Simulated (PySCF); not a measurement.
A side-by-side comparison of computed properties.

First species: C5H10NP.
SMILES: `CCCPCC#N`

Second species: C4H11F2NSi.
SMILES with atom numbers: `[CH3:1][NH:2][SiH2:3][C@@H:4]([F:5])[C@H:6]([CH3:7])[F:8]` (hydrogens: H9, H10, H11 on C1; H12 on N2; H13, H14 on Si3; H15 on C4; H16 on C6; H17, H18, H19 on C7)

Levels: PBE0/pcSseg-1 for dipole moment, HOMO energy, LUMO energy and HOMO–LUMO gap; GFN2-xTB for rotational constant A and rotational constant C. Geometries: GFN2-xTB. All species are isolated and taken at one optimised geometry, non-relativistic unless stated; the electronic structure was computed with PySCF and density fitting.

The conformers computed, where there is a choice (atom-mapped SMILES and torsion angles):
- `[CH3:1][CH2:2][CH2:3][PH:4][CH2:5][C:6]#[N:7]`: C1–C2–C3–P4 -60°, C2–C3–P4–C5 -163°, C3–P4–C5–C6 56°
- `[CH3:1][NH:2][SiH2:3][C@@H:4]([F:5])[C@H:6]([CH3:7])[F:8]`: C1–N2–Si3–C4 180°, N2–Si3–C4–F5 54°, Si3–C4–C6–C7 166°

| property | column X | column Y |
| --- | --- | --- |
| dipole moment | 2.95 D | 1.02 D |
| HOMO energy | -7.39 eV | -6.75 eV |
| LUMO energy | 0.04 eV | 0.73 eV |
| HOMO–LUMO gap | 7.43 eV | 7.48 eV |
| rotational constant A | 4.407 GHz | 3.467 GHz |
| rotational constant C | 0.956 GHz | 0.711 GHz |

**Question.** Which column belongs to which species?

**Answer.** Column X is the first species and column Y the second. The first has 17 atoms and 62 electrons, the second 19 and 74.

**Question.** How does each property change from the first species to the second?

**Answer.** dipole moment -1.93 D; HOMO energy +0.64 eV; LUMO energy +0.69 eV; HOMO–LUMO gap +0.05 eV; rotational constant A -0.940 GHz; rotational constant C -0.245 GHz.

On the first: A dipole of 2.95 D is allowed in C1, and pure rotational transitions are dipole-allowed. In atomic units the dipole is 1.16 e·bohr (1 au = 2.5417 D).

On the second: The dipole matches unit charges of opposite sign 0.21 Å apart (1 e·Å = 4.8032 D).
